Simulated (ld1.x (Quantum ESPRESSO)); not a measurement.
## Sr (Z = 38): RRKJ pseudisation with PBE, fully relativistic reference atom.

```json
{
 "Element": "strontium (Sr)",
 "Generator": "ld1.x (Quantum ESPRESSO) 7.5",
 "Type": "norm-conserving RRKJ (Kleinman–Bylander form)",
 "Functional": "PBE",
 "Relativity": "fully relativistic",
 "Frozen core": "[Ar] 3d10",
 "Valence charge": "10",
 "Reference configuration": "4s2 4p6 4d0 5s0 5p0 (charge +2)",
 "Partial waves": "4p (bound): rc 2.40 bohr; 4d (bound, empty): rc 0.60 bohr; 4s (bound): rc 2.30 bohr",
 "Local potential": "the s channel",
 "Core correction": "Bessel-smoothed model core, default radius (core density twice the valence density)"
}
```

Open shells are filled in proportion to 2j + 1 (rel_dist='average').

What the tests gave:

- Cutoffs needed: 18 Ry and 30 Ry (the cutoffs (Ry, on a coarse ladder) from which the occupation-weighted sum of valence levels, in a spherical-Bessel basis at the reference potential, stays within 10 and 1 mRy of its value at 400 Ry) The cutoffs count occupied waves only; the empty 4d level needs over 300 Ry at the loose tolerance.
- Ghost test: ghost states, extra bound levels that the all-electron valence spectrum of the same l lacks: d5/2 at -26.3 eV, d3/2 at -23.2 eV; a true bound ghost makes a file unfit for plane-wave use (spherical-Bessel basis up to 400 Ry, 20 bohr box)
- Configuration tests: 2 of 7 tests not solved or not reliable; not counted: 4s2 4p6 4d1 5s0 5p0 (solver errors, printed error -3.7 eV)

Generation and tests took about 2.6 s on one core of a shared server CPU.
